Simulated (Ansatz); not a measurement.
Reaction (substitution at a C–S bond): `CSB(C)N` + `SBCl` → `CSBCl` + `CB(N)S`

Isolated molecules relaxed with PBE0-D4/def2-TZVP in Ansatz; ΔE leaves out vibrations. CBS: MP2 limit from def2 TZ/QZ plus the TZ coupled-cluster correction, frozen cores. This one scheme is used for every species. DFT in def2-TZVPP. B3LYP here is the variant with VWN-RPA as its local correlation; programs differ in this. Each species was taken in one conformer, which may not be the lowest.

```csv
level,ΔE (kJ/mol),difference from CCSD(T)/CBS
r2SCAN-D4,-5.6,-0.7
B3LYP-D4,-5.3,-0.4
ωB97X-V,-4.6,0.3
ωB97M-V,-4.9,0.0
B2PLYP,-6.6,-1.7
PBE,-7.9,-3.0
r2SCAN,-6.1,-1.2
PBE0,-7.1,-2.2
HF/def2-TZVPP,-6.5,-1.6
MP2/def2-TZVPP,-4.7,0.2
CCSD/def2-TZVPP,-5.0,-0.1
CCSD(T)/def2-TZVPP,-5.1,-0.2
HF/def2-QZVPP,-6.4,-1.5
SCS-MP2/def2-QZVPP,-4.9,0.0
HF/CBS(def2),-6.4,-1.5
CCSD/CBS(def2),-4.8,0.1
CCSD(T)/CBS,-4.9,0
```

Largest T1 diagnostic among the species: 0.013.
